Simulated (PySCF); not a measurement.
Two species compared at the same levels of theory.

First species: C7H8P2.
SMILES: `c1cc(C2CC2)pcp1`

Second species: 1,1,1-ethanetricarbonitrile, C5H3N3.
Bonds: C1–C2, C2–C3, C3–N4 (triple), C2–C5, C5–N6 (triple), C2–C7, C7–N8 (triple). Hydrogens: H9, H10, H11 on C1.

Levels: PBE0/pcSseg-1 for dipole moment, HOMO energy, LUMO energy and HOMO–LUMO gap; GFN2-xTB for rotational constant A and rotational constant C. Geometries: GFN2-xTB. Each structure is a single optimised conformer of the isolated species, non-relativistic unless stated; the electronic structure was computed with PySCF and density fitting.

The conformers computed, where there is a choice (atom-mapped SMILES and torsion angles):
- `[cH:1]1[cH:2][c:3]([CH:4]2[CH2:5][CH2:6]2)[p:7][cH:8][p:9]1`: C2–C3–C4–C5 -145°

```csv
property,column X,column Y
dipole moment,2.21 D,3.98 D
HOMO energy,-6.78 eV,-10.76 eV
LUMO energy,-1.97 eV,-1.16 eV
HOMO–LUMO gap,4.81 eV,9.60 eV
rotational constant A,2.946 GHz,2.167 GHz
rotational constant C,0.654 GHz,1.575 GHz
```

Q: Which column belongs to which species?

A: Column X is the first species and column Y the second. The first has 17 atoms and 80 electrons, the second 11 and 54.

Q: How does each property change from the first species to the second?

A: dipole moment +1.77 D; HOMO energy -3.98 eV; LUMO energy +0.81 eV; HOMO–LUMO gap +4.79 eV; rotational constant A -0.779 GHz; rotational constant C +0.921 GHz.

On the first: A dipole of 2.21 D is allowed in Cs, and pure rotational transitions are dipole-allowed. In atomic units the dipole is 0.87 e·bohr (1 au = 2.5417 D).

On the second: Point group C3v permits a dipole; with 3.98 D the species has a pure rotational spectrum. In atomic units the dipole is 1.57 e·bohr (1 au = 2.5417 D).
